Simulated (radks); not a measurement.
In II, 48 electrons, occupied as [Kr] 4d10 5s2. All-electron calculation, Dirac Kohn-Sham, LDA (Slater exchange, Perdew-Wang correlation), spin-unpolarised, spherical densities, point nucleus. Program: a radial shooting solver on a logarithmic mesh with Libxc functionals. Some entries of the table are withheld. Estimate them.

orbital  occ.  eigenvalue (eV)  <r^2> (bohr^2)  r(max) (bohr)
1s1/2       2        -27711.17        0.001197        0.01923
2s1/2       2        -4155.338         0.01945         0.1088
2p1/2       2        -3877.783             (1)        0.08385
2p3/2       4        -3667.213             (2)        0.08829
3s1/2       2        -794.1435          0.1394         0.3161
3p1/2       2        -681.9805          0.1343         0.3022
3p3/2       4        -643.9500          0.1430         0.3125
3d3/2       4        -444.7941          0.1237         0.2562
3d5/2       6        -436.9936          0.1263         0.2591
4s1/2       2        -126.9477          0.8145         0.7693
4p1/2       2         -90.2242          0.9292            (3)
4p3/2       4         -83.4944          0.9946            (4)
4d3/2       4         -26.7736           1.644         0.9253
4d5/2       6         -25.9044           1.693         0.9357
5s1/2       2         -15.3000           6.897          2.104

Answer. 
(1) 2p1/2 <r^2> (bohr^2): 0.01447
(2) 2p3/2 <r^2> (bohr^2): 0.01578
(3) 4p1/2 r(max) (bohr): 0.7983
(4) 4p3/2 r(max) (bohr): 0.8234
